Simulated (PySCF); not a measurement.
**Ag: ionisation energy**

Ag [Kr] 4d10 5s1 (2S) → Ag⁺ [Kr] 4d10 (1S), as a difference of total energies. All numbers are calculated (PySCF 2.14, scalar relativity through the core potential, in aug-cc-pV5Z-PP with ECP28MDF). Correlated levels: valence: 4s2 4p6 frozen. The calculations carry no spin-orbit coupling.

| method | ionisation energy (eV) |
| --- | --- |
| UHF | 6.365 |
| LDA | 8.368 |
| PBE | 8.042 |
| PBE0 | 7.705 |
| r2SCAN | 7.909 |
| MP2 (valence) | 7.539 |
| SCS-MP2 (valence) | 7.368 |

Q: Which method comes closest to the reference value, and which is furthest?

A: The reference is 7.576 eV (measured; NIST Atomic Spectra Database, ionization energies). Closest: MP2 (valence) (error -0.037 eV); furthest: UHF (error -1.211 eV).
